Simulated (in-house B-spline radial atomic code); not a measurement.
Values are calculated unless marked as measured or tabulated.
Correlation energy from the adiabatic connection: −Z/r, Z = 1.06

Two electrons in a singlet, external potential −Z/r, Z = 1.06 (atomic units). Full CI in B-splines (partial waves to l = 8, correlation up to 0.6 % small) with the density held fixed gives W(λ) = <V_ee>_λ − U, and E_c is the integral of W(λ) − W(0) from 0 to 1.

```tsv
λ	W(λ) − W(0) (hartree)
0	0.00000
0.02	-0.00230
0.05	-0.00566
0.12	-0.01300
0.25	-0.02511
0.4	-0.03699
0.6	-0.05013
0.8	-0.06091
1	-0.06990
```

(1) Integrate the table by the trapezoid rule.

(2) Now use only three numbers: W(0) = -0.42382, the initial slope W'(0) = -0.1167 (extrapolated from the first points) and the strong-coupling limit of the point-charge-plus-continuum model, W∞ = -0.6153. What do second-order theory and the interpolation W(λ) = W∞ + (W(0) − W∞)/√(1 + 2χλ) of Seidl, Perdew and Levy give?

Answers

(1) The strips give -0.00002, -0.00012, -0.00065, -0.00248, -0.00466, -0.00871, -0.01110, -0.01308, which sum to -0.04083 hartree. The direct value, W(1) − W(0) + T_c with T_c = 0.02892, is -0.04098; the curve is convex, so chords lie above it and the trapezoids fall short in size by 0.38 %.

(2) Second order keeps the slope alone: E_c = W'(0)/2 = -0.05835, +42 % in size against -0.04098. Matching the slope fixes χ = W'(0)/(W∞ − W(0)) = -0.1167/(-0.19148) = 0.60946. Integrating, with s = √(1 + 2χ) = 1.489606, E_c = −(W(0) − W∞)(s − 1)/(s + 1) = −0.19148 × 0.489606/2.489606 = -0.03766 hartree, -8.1 % in size against the full result. At λ = 1 the formula gives W − W(0) = -0.06294 against -0.06990. Part of the miss can come from the model's W∞.
